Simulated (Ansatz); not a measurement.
A nudged elastic band was laid between two geometries of Al2FHSe (5 atoms, charge 0, multiplicity 1).

These are results of Ansatz, RKS BLYP-D4/def2-mTZVP, not measurements.

```yaml
movable_images: 7
climbing_image: yes
spring: 5.0 eV/Å²
optimiser: quadratic models (default)
start_path: through a guess of the saddle point
force_threshold: 0.03 eV/Å
iteration_limit: 60
end_points: relaxed
```

Initial state:

```xyz
5
Properties=species:S:1:pos:R:3
F -1.320 -2.219 1.317
Al -0.519 -0.951 0.576
Al 0.969 0.785 -0.211
Se -1.202 0.484 -1.189
H 2.122 1.828 -0.535
```

Final state:

```xyz
5
Properties=species:S:1:pos:R:3
F -0.685 -1.877 1.359
Al 0.005 -0.591 0.539
Al 0.475 2.117 -1.768
Se -1.207 0.435 -1.145
H 1.462 -0.158 0.974
```

Problem. Which bonds break or form, and what moves?

Solution. Bonds broken: Al2–Al3, Al3–H5. Bonds formed: Al2–H5.

Problem. Give the energies along the band, and the barrier.

Solution. It converged. The highest image is number 3 of 0 to 8, 1.34 eV above the first end and 1.94 eV above the last; the last end lies 0.60 eV below the first. A vibrational analysis at the climbing image gives one clearly imaginary mode, 554i cm⁻¹: a first-order saddle point. The orbitals stay closed-shell, which can raise the energy where a bond breaks towards radicals; this wasn't checked here.

```csv
image,path coordinate (Å),energy (eV),Al2–Al3 (Å),Al3–H5 (Å),Al2–H5 (Å)
0,0.00,0.00,2.42,1.59,3.99
1,0.53,0.21,2.42,1.57,3.70
2,1.05,0.73,2.59,1.56,3.30
3,1.58,1.34,2.87,1.60,2.93
4,2.08,1.00,3.00,1.70,2.52
5,2.58,0.30,2.96,1.90,2.01
6,3.08,-0.41,3.04,2.37,1.65
7,3.58,-0.56,3.27,3.05,1.59
8,4.08,-0.60,3.59,3.70,1.58
```

Problem. What is the geometry of the highest image?

Solution. 
```xyz
5
Properties=species:S:1:pos:R:3:forces:R:3
F -1.271 -2.031 1.231 0.00 0.00 0.00
Al -0.203 -0.835 0.694 0.01 -0.01 0.01
Al 0.816 1.338 -0.876 0.01 -0.01 0.02
Se -1.279 0.408 -1.263 -0.02 0.00 -0.02
H 1.987 1.046 0.173 -0.01 0.01 -0.01
```

Problem. What are the harmonic wavenumbers there?

Solution. 554i, 80, 121, 172, 202, 344, 380, 757, 1832 cm⁻¹.

Time of the run: 2.9 min on 2 threads of Arm Neoverse V1, on a shared host, peak memory 0.15 GiB.
